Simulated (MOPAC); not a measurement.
MOPAC input (AM1):

```
AM1 FORCE THERMO(298,298) PRECISE LET CHARGE=-1 GEO-OK AUX(PRECISION=9) THREADS=1
C2H3O

C     1.18559131 1   -0.00853307 1   -0.41957797 1
C     0.16803529 1   -0.08386133 1    0.40963152 1
O    -1.16095593 1    0.08647624 1   -0.03251583 1
H     2.21976203 1   -0.13565807 1   -0.10630707 1
H     0.09730346 1   -0.27076753 1    1.49835324 1
H    -1.10240145 1    0.24948150 1   -0.98077877 1
```

Output:

```
 *******************************************************************************
 **                                                                           **
 **                              MOPAC v23.2.5                                **
 **                                                                           **
 *******************************************************************************
 ** MOPAC's Digital Object Identifier: https://doi.org/10.5281/zenodo.6511958 **
 **                                                                           **
 ** Please cite the open-source release paper for use of this MOPAC version:  **
 ** J. E. Moussa and J. J. P. Stewart (2026)                                  **
 ** MOPAC: An open-source semiempirical molecular orbital program             **
 ** J. Open Source Softw., 11(119), 8025, https://doi.org/10.21105/joss.08025 **
 *******************************************************************************

                              AM1 CALCULATION RESULTS

 *******************************************************************************
 *  AM1        - The AM1 Hamiltonian to be used
 *  GEO-OK     - OVERRIDE INTERATOMIC DISTANCE AND OTHER SAFETY CHECKS
 *
 *
 *
 *                 CHARGE ON SYSTEM = -1
 *
 *
 *
 *  LET        - OVERRIDE SOME SAFETY CHECKS
 *  PRECISE    - TIGHTER CRITERIA TO BE USED
 *  FORCE      - FORCE CALCULATION SPECIFIED
 *  AUX        - OUTPUT AUXILIARY INFORMATION
 *  THERMO     - THERMODYNAMIC QUANTITIES TO BE CALCULATED
 *******************************************************************************
AM1 FORCE THERMO(298,298) PRECISE LET CHARGE=-1 GEO-OK AUX(PRECISION=9) THREADS=1
 C2H3O

   ATOM   CHEMICAL          X               Y               Z
  NUMBER   SYMBOL      (ANGSTROMS)     (ANGSTROMS)     (ANGSTROMS)

     1       C          1.18559131  *  -0.00853307  *  -0.41957797  *
     2       C          0.16803529  *  -0.08386133  *   0.40963152  *
     3       O         -1.16095593  *   0.08647624  *  -0.03251583  *
     4       H          2.21976203  *  -0.13565807  *  -0.10630707  *
     5       H          0.09730346  *  -0.27076753  *   1.49835324  *
     6       H         -1.10240145  *   0.24948150  *  -0.98077877  *

          CARTESIAN COORDINATES

    NO.       ATOM           X           Y           Z

     1         C          1.1856     -0.0085     -0.4196
     2         C          0.1680     -0.0839      0.4096
     3         O         -1.1610      0.0865     -0.0325
     4         H          2.2198     -0.1357     -0.1063
     5         H          0.0973     -0.2708      1.4984
     6         H         -1.1024      0.2495     -0.9808

  H: (AM1): M.J.S. DEWAR ET AL, J. AM. CHEM. SOC. 107 3902-3909 (1985)
  C: (AM1): M.J.S. DEWAR ET AL, J. AM. CHEM. SOC. 107 3902-3909 (1985)
  O: (AM1): M.J.S. DEWAR ET AL, J. AM. CHEM. SOC. 107 3902-3909 (1985)

           Empirical Formula: C2 H3 O  =     6 atoms
[...]
 TRAVEL (Ang.)       0.2296         C 1 -- C 2         +15.2% ( 45.6%)     11.2%
 REDUCED MASS        0.9931         O 3 -- H 6          +7.0% ( 31.0%)     21.5%
 EFFECTIVE MASS      4.7171
 FORCE CONSTANT      0.9703

 VIBRATION          8    5A'         ATOM PAIR     ENERGY CONTRIBUTION    RADIAL
 FREQUENCY          1511.67         O 3 -- H 6         +65.5% ( 80.8%)      6.1%
 TRANSITION DIPOLE   0.2162         C 2 -- H 5         +12.9% ( 35.9%)     39.5%
 TRAVEL (Ang.)       0.2681         C 1 -- C 2         +10.7% ( 32.6%)     54.8%
 REDUCED MASS        0.6204         C 2 -- O 3          +6.8% ( 26.0%)     36.2%
 EFFECTIVE MASS      2.9380
 FORCE CONSTANT      0.8353

 VIBRATION          9    6A'         ATOM PAIR     ENERGY CONTRIBUTION    RADIAL
 FREQUENCY          1814.39         C 1 -- C 2         +47.6% ( 93.3%)     98.0%
 TRANSITION DIPOLE   1.5291         C 2 -- O 3         +21.4% ( 62.6%)     52.5%
 TRAVEL (Ang.)       0.0887         C 2 -- H 5         +18.8% ( 58.7%)     12.9%
 REDUCED MASS        4.7208         C 1 -- H 4          +9.7% ( 42.1%)     33.5%
 EFFECTIVE MASS     10.9163
 FORCE CONSTANT      9.1564

 VIBRATION         10    7A'         ATOM PAIR     ENERGY CONTRIBUTION    RADIAL
 FREQUENCY          3089.27         C 2 -- H 5         +95.5% ( 98.6%)    100.0%
 TRANSITION DIPOLE   0.7660         C 1 -- H 4          +2.7% ( 16.6%)     95.9%
 TRAVEL (Ang.)       0.1572         C 2 -- O 3          +0.9% (  9.6%)      1.3%
 REDUCED MASS        0.8836         C 1 -- C 2          +0.8% (  8.8%)     35.3%
 EFFECTIVE MASS      1.3430
 FORCE CONSTANT      4.9687

 VIBRATION         11    8A'         ATOM PAIR     ENERGY CONTRIBUTION    RADIAL
 FREQUENCY          3164.49         C 1 -- H 4         +95.5% ( 98.4%)     98.9%
 TRANSITION DIPOLE   0.6401         C 2 -- H 5          +2.5% ( 15.9%)     99.8%
 TRAVEL (Ang.)       0.1556         C 1 -- C 2          +1.9% ( 13.8%)     74.9%
 REDUCED MASS        0.8796         C 2 -- O 3          +0.1% (  3.3%)      0.3%
 EFFECTIVE MASS      1.5602
 FORCE CONSTANT      5.1895

 VIBRATION         12    9A'         ATOM PAIR     ENERGY CONTRIBUTION    RADIAL
 FREQUENCY          3503.63         O 3 -- H 6         +99.5% ( 99.9%)     99.9%
 TRANSITION DIPOLE   0.2173         C 2 -- O 3          +0.4% (  6.3%)      3.7%
 TRAVEL (Ang.)       0.1427
 REDUCED MASS        0.9455
 EFFECTIVE MASS      1.3806
 FORCE CONSTANT      6.8387

      SYMMETRY NUMBER FOR POINT-GROUP Cs  =  1

          SYSTEM IS A GROUND STATE

 C2H3O

          MOLECULE IS NOT LINEAR

          THERE ARE 12 GENUINE VIBRATIONS IN THIS SYSTEM
          THIS THERMODYNAMICS CALCULATION IS LIMITED TO
          MOLECULES WHICH HAVE NO INTERNAL ROTATIONS

                    CALCULATED THERMODYNAMIC PROPERTIES
                                          *
   TEMP. (K)   PARTITION FUNCTION   H.O.F.    ENTHALPY  HEAT CAPACITY ENTROPY
                                   KCAL/MOL   CAL/MOLE    CAL/K/MOL  CAL/K/MOL

 298.00  VIB.     0.1390D+01                   508.1646     5.1151     2.3592
         ROT.     0.1008D+05                   888.2803     2.9808    21.3002
         INT.     0.1401D+05                  1396.4449     8.0959    23.6594
         TRA.     0.2730D+27                  1480.4672     4.9680    37.2032
         TOT.                       11.454    2876.9120    13.0640    60.8626

   *: NOTE: HEATS OF FORMATION ARE RELATIVE TO THE
            ELEMENTS IN THEIR STANDARD STATE AT 298K
              (=  Standard Enthalpy of Formation).

            Hvib:  Zero-point energy is not included.
                   frequencies of less than zero cm-1 are not included.
            Hrot = (3/2)RT
            Htra = (3/2)RT + pV = (5/2)RT

            Heat capacity is Cp, not Cv

          For more information, see: HTTP://OpenMOPAC.net/Manual/thermochemistry.html

           FORCE CONSTANT IN CARTESIAN COORDINATES (Millidynes/A)

    ATOM   CHEMICAL       X               Y               Z
   NUMBER   SYMBOL  FORCE CONSTANT  FORCE CONSTANT  FORCE CONSTANT

      1       C       13.098983        4.338823        0.751852
      2       C       14.920678        8.522691        1.523917
      3       O        7.662929        9.099398        0.309188
      4       H        2.287858        3.521596        0.336211
      5       H        2.779762        3.538208        0.251284
      6       H        3.485489        4.549072        0.070664

 **********************
 *                    *
 * JOB ENDED NORMALLY *
 *                    *
 **********************

 == MOPAC DONE ==
```

The dipole moment of an ion depends on the origin.
